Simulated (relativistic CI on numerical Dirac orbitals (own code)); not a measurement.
## Cu³⁺ in a cubic cluster: L2,3 absorption with charge transfer

Computed with a charge-transfer multiplet model of a cubic metal-ligand cluster with up to 2 ligand holes, Slater and spin-orbit integrals from Dirac-Coulomb-Breit ions, Slater integrals scaled by 0.8. The ground state mixes d8 with configurations of k ligand holes L, whose averages lie at kΔ + k(k − 1)U_dd/2; a core hole lowers each added d electron by U_cd. 300 K, Lorentzian 0.4 eV and Gaussian 0.3 eV FWHM.

Atomic integrals in eV (Slater integrals scaled, ζ unscaled), ground: F2dd 11.066, F4dd 6.905, zeta_d 0.110; with the core hole: F2dd 11.066, F4dd 6.905, zeta_d 0.138, zeta_core 13.377, F2cd 7.060, G1cd 5.412, G3cd 3.079.

Cluster parameters (eV): Δ = 1.3, U_dd = 7.5, U_cd = 9.1, 10Dq = 1.85, 10Dq(ligand) = 1.4, final-state hopping factor = 0.8.

```csv
Case,n_d,d8,d9L,d10L2,S
"V(eg) = 2.4 eV, V(t2g) = -1.02 eV",8.38,0.64,0.34,0.02,1.00
"V(eg) = 3 eV, V(t2g) = -1.27 eV",8.44,0.59,0.39,0.03,1.00
"V(eg) = 3.3 eV, V(t2g) = -1.4 eV",8.47,0.56,0.40,0.03,1.00
"V(eg) = 3.6 eV, V(t2g) = -1.52 eV",8.49,0.54,0.42,0.04,1.00
"V(eg) = 3.9 eV, V(t2g) = -1.65 eV",8.52,0.53,0.43,0.04,1.00
```

Weights, n_d and S are thermal averages at 300 K. Photon energies count from the first peak over 30 % of the highest in each spectrum, which can be another peak from case to case. The parameters are a model scan and need not match a compound or its usual spin state. Peaks in eV (height, largest 100):
- V(eg) = 2.4 eV, V(t2g) = -1.02 eV: 0.0 (100), 1.0 (18), 5.2 (6), 20.2 (26), 20.8 (23)
- V(eg) = 3 eV, V(t2g) = -1.27 eV: 0.0 (100), 1.0 (18), 20.1 (27), 20.7 (25)
- V(eg) = 3.3 eV, V(t2g) = -1.4 eV: 0.0 (100), 1.0 (18), 20.2 (27), 20.8 (25)
- V(eg) = 3.6 eV, V(t2g) = -1.52 eV: 0.0 (100), 1.0 (19), 20.1 (27), 20.7 (25)
- V(eg) = 3.9 eV, V(t2g) = -1.65 eV: 0.0 (100), 1.1 (19), 20.2 (28), 20.8 (26)

For the case V(eg) = 3 eV, V(t2g) = -1.27 eV, Δ = 1.3 eV is smaller than U_dd = 7.5 eV, the charge-transfer side of the Zaanen-Sawatzky-Allen scheme. With the core hole the configuration with one ligand hole lies at Δ + U_dd − U_cd = -0.3 eV from the one without, against Δ in the ground state.
